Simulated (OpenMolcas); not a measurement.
# Co4+, Rh4+, Ir4+: d5 down the group

```json
{"Program": "OpenMolcas 26.06", "Method": "RASSCF", "Basis": "ANO-R2", "Scalar Hamiltonian": "X2C, finite nucleus", "Spin-orbit coupling": "state interaction with AMFI integrals over the reference wave functions, term energies averaged over their components"}
```

Active space for each ion: 11 electrons in 8 orbitals (RAS1 p, at most 2 holes; RAS2 d).

Computed levels in cm-1 above 6S 5/2:

```csv
Level,Co4+,Rh4+,Ir4+
4G 7/2,43392,31092,27536
4G 11/2,43408,31233,28945
4G 9/2,43424,31330,29943
4P 3/2,44629,32063,27628
4P 1/2,44708,32652,30746
4D 7/2,51341,36575,35456
4D 1/2,51442,37347,39425
4D 3/2,51508,37682,40360
2I 11/2,63464,45376,41778
weight of 6S in the lowest level (%),100,99,87
```

Mixed levels, with the weight of the term that names them: Ir4+ 4G 7/2 (66 %), Ir4+ 4P 3/2 (52 %), Ir4+ 4P 1/2 (72 %), Ir4+ 4D 7/2 (69 %), Ir4+ 4D 3/2 (50 %), Ir4+ 2I 11/2 (72 %).

Measured, with the error of the calculation in %. Measured levels: Co4+ from Sugar and Corliss, J. Phys. Chem. Ref. Data 10, 1097 (1981).

| Level | Co4+ |
| --- | --- |
| 4G 11/2 | 37218 (+16.6) |
| 4P 3/2 | 40891 (+9.1) |
| 4P 1/2 | 41024 (+9.0) |
| 4D 7/2 | 44709 (+14.8) |
| 4D 1/2 | 44908 (+14.6) |

Without spin-orbit coupling 4G lies 43402, 31195, 28591 cm-1 above 6S in that order; the difference to the level 4G 7/2, of either sign, comes from spin-orbit coupling, which also lowers the zero.

Without dynamic correlation excited terms often stand tens of per cent too high (terms of higher spin than the ground term too low), and those without a measured partner can miss by more than the paired ones. Active for correlation alone: 3p; no level in the range computed is led by a configuration that opens it, so any true level of that kind is missing (holds for Co4+). Active for correlation alone: 4p; no level in the range computed is led by a configuration that opens it, so any true level of that kind is missing (holds for Rh4+). Active for correlation alone: 5p; no level in the range computed is led by a configuration that opens it, so any true level of that kind is missing (holds for Ir4+). Computed and measured levels are paired by configuration, term and J; levels that our copy of the source lacks, or whose pairing is in doubt (as where it misses far off the trend of its configuration), stay unpaired and out of the deviations. Levels of configurations outside the active space are missing.
